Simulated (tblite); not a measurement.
Compound: C₇H₇FNP.
Atom-mapped SMILES: `[CH3:1]/[C:2]([F:3])=[P:4]\[c:5]1[cH:6][cH:7][n:8][cH:9][cH:10]1` (hydrogens: H11, H12, H13 on C1; H14 on C6; H15 on C7; H16 on C9; H17 on C10)

The geometry is computed with GFN2-xTB (gas phase).

Q: Give the optimised bond lengths and angles.

A: 
```csv
bond,length (Å)
C1–C2,1.487
C2–F3,1.358
C2=P4,1.682
P4–C5,1.835
"C5–C6, C5–C10",1.392
"C6–C7, C9–C10",1.386
"C7–N8, N8–C9",1.322
"C1–H11, C1–H12, C1–H13",1.089
"C6–H14, C10–H17",1.080
"C7–H15, C9–H16",1.082
```

Bonds in one row agree within 0.01 Å and their mean is given. A selection of angles:
```csv
angle,degrees
C2–C1–H11,110.4
C2–C1–H12,111.3
H11–C1–H12,109.1
H11–C1–H13,107.5
C1–C2–F3,111.8
C1–C2–P4,133.5
F3–C2–P4,114.6
C2–P4–C5,100.0
P4–C5–C6,120.2
P4–C5–C10,121.7
C6–C5–C10,117.9
C5–C6–C7,118.6
C5–C6–H14,120.6
C7–C6–H14,120.8
C6–C7–N8,123.4
C6–C7–H15,121.0
N8–C7–H15,115.6
C7–N8–C9,118.0
```

Dihedral angles: C1–C2–P4–C5 5° (synperiplanar); C2–P4–C5–C6 -122° (anticlinal). The mirror-image conformer, all signs reversed, is as good.

N8 (pyridine-type nitrogen) is bent (angle 118.0°). The C–C distances run from 1.385 Å (C9–C10, aromatic) to 1.487 Å (C1–C2, drawn single), a spread of 0.102 Å. Of the pairs four or more bonds apart, C5···H12 is among the closest relative to their van der Waals radii: 2.61 Å, 90 % of the sum of Bondi's values. The 2 C–P bonds span 1.682 Å (C2=P4, drawn double) to 1.835 Å (P4–C5, drawn single), a spread of 0.153 Å. P4 (phosphorus bonded to 2 C) is bent (angle 100.0°). The 6-membered ring C5–C6–C7–N8–C9–C10 has internal angles of 117.9° to 123.5°; it is planar, 0.01 Å rms from its mean plane, widest ring torsion 2°.

Point group: C1 (no symmetry element, even within 0.4 Å). Its GFN2-xTB frequencies are all real (lowest 39 cm⁻¹). The numbers are those of one conformer. 2 starts were optimised and ended at 0.00 and 0.07 kcal/mol (GFN2-xTB); the lowest of these is shown.
